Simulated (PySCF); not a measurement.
## Two-component Hartree-Fock for Sn⁴⁵⁺ (tin, charge +45)

Start: [He] 2s2 2p1; 2p1/2 filled at m_j = +1/2. Calculated with PySCF 2.14 in an even-tempered Gaussian basis (17 s from 24 bohr⁻², ratio 2.4; 12 p from 31 bohr⁻², ratio 2.4; 5 d from 100 bohr⁻², ratio 2.6; 4 f from 150 bohr⁻², ratio 2.6): generalised Hartree-Fock with the X2C-1e Hamiltonian and a Gaussian nucleus; one run each with spin-orbit coupling (SO) switched off, then screened by Boettger's factors.

```tsv
spinor shell	electrons	ε, spin-free (eV)	ε, screened SO (eV)	weight of nominal j (screened SO)	rms radius, screened SO (bohr)
1s1/2	2	-33439.9	-33430.9	1.000	0.0331
2s1/2	2	-7904.1	-7901.4	1.000	0.129
2p1/2	1	-7617.5	-7797.3	1.000	0.109
```

```tsv
quantity	spin-free	screened SO
E (hartree)	-3438.70410	-3445.31243
M_J	1/2	1/2
⟨J²⟩	1.111	0.750
⟨L²⟩	2.000	2.000
⟨S²⟩	0.750	0.750
```

Each row is a mean over spinors that exchange with the open shell spreads, by up to 13.433 eV (2s1/2).

Breit and QED terms are absent; they matter most for the inner s and p1/2 levels.

Densities and radii are taken from the X2C orbitals without a picture-change correction, which distorts them close to the nucleus.

Without spin-orbit coupling the j labels of p, d and f shells carry no meaning; the spin-free column gives the mean over the occupied spinors of each nl shell, and its ⟨J²⟩ belongs to a mixture of degenerate components.
